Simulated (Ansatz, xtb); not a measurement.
From C to Sn: the atomisation energy (no zero-point term)

Gas-phase molecules, one atom swapped for its congeners: SiH3(CH3); SiH3(SiH3) (disilane); SiH3(GeH3); SiH3(SnH3). All are singlets with charge 0.

Shapes, held fixed at every level: PBE0-D4/def2-TZVP. Programs: Ansatz 0.2.0, xtb 6.7.1. Values in eV.

**Question.** How should the atomisation energy change along the series?

**Answer.** At CCSD(T)/def2-TZVPP the atomisation energy falls at every step, from 26.74 to 20.45 eV. 7 of 8 levels show this order throughout; 7 agree on the largest and the smallest. For atoms past krypton def2 sets carry core potentials with scalar relativity. Relativity is left out for Ge. Outer-core shells of Ge, Sn are correlated, in sets that cover them unevenly. GFN0-xTB strays far from the other rows. xTB rows lack spin polarisation. Spin-orbit coupling, which grows down the group, is left out (summed over each molecule's free atoms 0.02, 0.04, 0.14, 0.32 eV). Coupled cluster in double- or triple-zeta sets underbinds by a few per cent against its basis-set limit.

```csv
level,SiH3(CH3),SiH3(SiH3),SiH3(GeH3),SiH3(SnH3)
GFN0-xTB,31.31,29.65,32.50,32.50
HF/def2-TZVPP,21.20,18.09,16.91,15.57
SPW92/def2-TZVPP,29.95,25.16,24.32,22.83
PBE0-D4/def2-TZVPP,27.04,22.81,21.76,20.32
wB97M-V/def2-TZVPP,27.31,23.20,22.06,20.72
wB97X-V/def2-TZVPP,27.37,23.47,22.40,21.02
CCSD(T)/def2-SVP,25.92,21.78,20.87,19.39
CCSD(T)/def2-TZVPP,26.74,22.75,21.89,20.45
```
